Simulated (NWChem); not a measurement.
Everything below was run with NWChem. System: C2H6Mg, charge 0, spin multiplicity 1, at a geometry optimised with PBE/def2-SVP. The structure started from a generated list of species. Level: MP2/6-311G** (spherical d), 7 core orbitals frozen.

Job file:

```
start mol
memory heap 200 mb stack 900 mb global 1100 mb
geometry units angstroms nocenter noautoz
  Mg     0.000000     0.000000     0.000320
  C     -0.273803    -2.092299    -0.000142
  H      0.013337    -2.551499    -0.971225
  H     -1.333002    -2.374641     0.186460
  H      0.334171    -2.594567     0.783695
  C      0.273803     2.092299    -0.000142
  H      1.333002     2.374641     0.186460
  H     -0.334171     2.594567     0.783695
  H     -0.013337     2.551499    -0.971225
  symmetry group C2
end
basis spherical
  * library 6-311g**
end
scf
  rhf
  nopen 0
  maxiter 100
  thresh 1e-7
  semidirect memsize 60000000 filesize 0
end
mp2
  freeze core 7
end
task mp2 energy
```

Output (cleaned and shortened):

```
             Northwest Computational Chemistry Package (NWChem) 7.3.0
             --------------------------------------------------------

                                NWChem Input Module
                                -------------------

 Scaling coordinates for geometry "geometry" by  1.889725989
 (inverse scale =  0.529177249)

 Turning off AUTOSYM since
 SYMMETRY directive was detected!

                             Geometry "geometry" -> ""
                             -------------------------

 Output coordinates in angstroms (scale by  1.889725989 to convert to a.u.)

  No.       Tag          Charge          X              Y              Z
 ---- ---------------- ---------- -------------- -------------- --------------
    1 Mg                  12.0000     0.00000000     0.00000000     0.00032000
    2 C                    6.0000    -0.27380300    -2.09229900    -0.00014200
    3 H                    1.0000     0.01333700    -2.55149900    -0.97122500
    4 H                    1.0000    -1.33300200    -2.37464100     0.18646000
    5 H                    1.0000     0.33417100    -2.59456700     0.78369500
    6 C                    6.0000     0.27380300     2.09229900    -0.00014200
    7 H                    1.0000     1.33300200     2.37464100     0.18646000
    8 H                    1.0000    -0.33417100     2.59456700     0.78369500
    9 H                    1.0000    -0.01333700     2.55149900    -0.97122500

 Effective nuclear repulsion energy (a.u.)      78.4090148780

            Nuclear Dipole moment (a.u.)
            ----------------------------
        X                 Y               Z
 ---------------- ---------------- ----------------
     0.0000000000     0.0000000000    -0.0000075589

      Symmetry information
      --------------------

 Group name             C2
 Group number              4
 Group order               2
 No. of unique centers     5

      Symmetry unique atoms

     1    2    3    4    5


 Summary of "ao basis" -> "" (spherical)
 ------------------------------------------------------------------------------
       Tag                 Description            Shells   Functions and Types
 ---------------- ------------------------------  ------  ---------------------
 *                          6-311g**                  on all atoms

 Summary of "ao basis" -> "ao basis" (spherical)
 ------------------------------------------------------------------------------
       Tag                 Description            Shells   Functions and Types
 ---------------- ------------------------------  ------  ---------------------
 Mg                         6-311g**                12       26   6s5p1d
 C                          6-311g**                 8       18   4s3p1d
 H                          6-311g**                 4        6   3s1p

                                 NWChem SCF Module
                                 -----------------

  ao basis        = "ao basis"
  functions       =    98
  atoms           =     9
  closed shells   =    15
  open shells     =     0
  charge          =   0.00
  wavefunction    = RHF
  use symmetry    = T
  symmetry adapt  = T

 Summary of "ao basis" -> "ao basis" (spherical)
 ------------------------------------------------------------------------------
       Tag                 Description            Shells   Functions and Types
 ---------------- ------------------------------  ------  ---------------------
 Mg                         6-311g**                12       26   6s5p1d
[...]
  ----- ------------  ---------------      ----- ------------  ---------------
    21      1.192002  1 Mg pz                47      0.219462  3 H  s
    95      0.219462  9 H  s                 59     -0.176328  5 H  s
    89     -0.176328  8 H  s

 Vector   17  Occ=0.000000D+00  E= 6.016467D-02  Symmetry=b
              MO Center=  6.8D-16, -8.4D-17, -4.5D-02, r^2= 1.1D+01
   Bfn.  Coefficient  Atom+Function         Bfn.  Coefficient  Atom+Function
  ----- ------------  ---------------      ----- ------------  ---------------
    19      1.182101  1 Mg px                53      0.228726  4 H  s
    83     -0.228726  7 H  s                 20     -0.154079  1 Mg py
    59     -0.151391  5 H  s                 89      0.151391  8 H  s

 Vector   18  Occ=0.000000D+00  E= 6.340516D-02  Symmetry=a
              MO Center=  3.1D-15,  4.8D-16, -1.5D-02, r^2= 7.8D+00
   Bfn.  Coefficient  Atom+Function         Bfn.  Coefficient  Atom+Function
  ----- ------------  ---------------      ----- ------------  ---------------
     6      1.642740  1 Mg s                 36     -0.550317  2 C  s
    72     -0.550317  6 C  s                  5     -0.324968  1 Mg s
    38     -0.237146  2 C  py                74      0.237146  6 C  py

 center of mass
 --------------
 x =   0.00000000 y =   0.00000000 z =   0.00007381

 moments of inertia (a.u.)
 ------------------
         522.559930000812         -65.397573609911          -0.000000000000
         -65.397573609911          31.481236165692           0.000000000000
          -0.000000000000           0.000000000000         531.119450530959

  Mulliken analysis of the total density
  --------------------------------------

    Atom       Charge   Shell Charges
 -----------   ------   -------------------------------------------------------
    1 Mg  12    11.23   0.78  1.20  1.05  0.94  0.61  0.13  2.33  3.61  0.25  0.16  0.04  0.13
    2 C    6     6.67   1.10  0.89  0.58  0.69  1.51  0.60  1.27  0.03
    3 H    1     0.90   0.26  0.50  0.12  0.03
    4 H    1     0.90   0.26  0.50  0.12  0.03
    5 H    1     0.90   0.26  0.50  0.12  0.03
    6 C    6     6.67   1.10  0.89  0.58  0.69  1.51  0.60  1.27  0.03
    7 H    1     0.90   0.26  0.50  0.12  0.03
    8 H    1     0.90   0.26  0.50  0.12  0.03
    9 H    1     0.90   0.26  0.50  0.12  0.03

       Multipole analysis of the density wrt the origin
       ------------------------------------------------

     L   x y z        total         open         nuclear
     -   - - -        -----         ----         -------
     0   0 0 0     -0.000000      0.000000     30.000000

     1   1 0 0     -0.000000      0.000000      0.000000
     1   0 1 0      0.000000      0.000000      0.000000
     1   0 0 1      0.000480      0.000000     -0.000008

     2   2 0 0    -17.541255      0.000000     16.702232
     2   1 1 0     -1.389357      0.000000     40.721627
     2   1 0 1      0.000000      0.000000      0.000000
     2   0 2 0    -27.978628      0.000000    322.446649
     2   0 1 1      0.000000      0.000000      0.000000
     2   0 0 2    -17.358803      0.000000     11.371868

                   NWChem MP2 Semi-direct Energy/Gradient Module
                   ---------------------------------------------

  Basis functions       =     98
  Molecular orbitals    =     98
  Frozen core           =      7
  Frozen virtuals       =      0
  Active alpha occupied =      8
  Active beta occupied  =      8
  Active alpha virtual  =     83
  Active beta virtual   =     83
  Use MO symmetry       = T
  Use skeleton AO sym   = T

  AO/Fock/Back tols     =   1.0D-09  1.0D-09  1.0D-09

 GA uses MA = F    GA memory limited = T

 Available:
  local mem=  1.26D+08
 global mem=  1.44D+08
 local disk=  0.00D+00
  mp2_memr nvloc                    83
  nvloc new                    83
   1 passes of   8:        3145728                      36524                   9579694.
   1 passes of   8: M    126152253           G      144159992           F     123006525.

 Semi-direct pass number   1 of   1  for RHF alpha+beta  at        1.2s
  vrange nnbf                  4236
  mp2_eaftype                    36  avail_ma_in_mb                  1099
 EAF : mp2_eaftype filesize          36    4789847.
  mp2_eaf for mointskh                     36
Node 0 wrote     22.5 Mb in      0.0 s     Agg I/O rate:  2531.8 Mb/s
 Done moints_semi at        3.5s
  mp2_eaftype                    36  avail_ma_in_mb                  1063
 EAF : mp2_eaftype filesize          36    4789847.
  mp2_eaf for kh                    36
 Done maket at        3.6s
 Done multipass loop at        3.6s

          -------------------------------------------
          SCF energy                -278.829679771422
          Correlation energy          -0.357447865732
          Singlet pairs               -0.244913640841
          Triplet pairs               -0.112534224891
          Total MP2 energy          -279.187127637155
          -------------------------------------------

          ---------------------------------------------------
                    Spin Component Scaled (SCS) MP2
          Same spin pairs                     -0.075022816594
          Same spin scaling factor             0.333333333333
          Opposite spin pairs                 -0.282425049138
          Opposite spin scaling fact.          1.200000000000
          SCS-MP2 correlation energy          -0.363917664497
          Total SCS-MP2 energy              -279.193597435919
          ---------------------------------------------------

 -----------------------
 Performance information
 -----------------------

 Timer overhead =  1.26D-07 seconds/call

               Nr. of calls         CPU time (s)                 Wall time (s)                GFlops
             ---------------    -------------------     ------------------------------   -------------------
Name         Min   Avg   Max    Min     Avg     Max     Min     Avg     Max   Mx/calls   Min     Max     Sum
mp2: moin     1     1     1    2.2     2.2     2.2      2.2     2.2     2.2     2.2      0.0     0.0     0.0
mp2: make     1     1     1   0.14    0.14    0.14     0.14    0.14    0.14    0.14      0.0     0.0     0.0
mp2: tota     1     1     1    2.4     2.4     2.4      2.4     2.4     2.4     2.4      0.0     0.0     0.0

 The average no. of pstat calls per process was 3.00D+00
 with a timing overhead of 3.78D-07s

 Task  times  cpu:        3.6s     wall:        3.6s

 Total times  cpu:        3.6s     wall:        3.6s
```
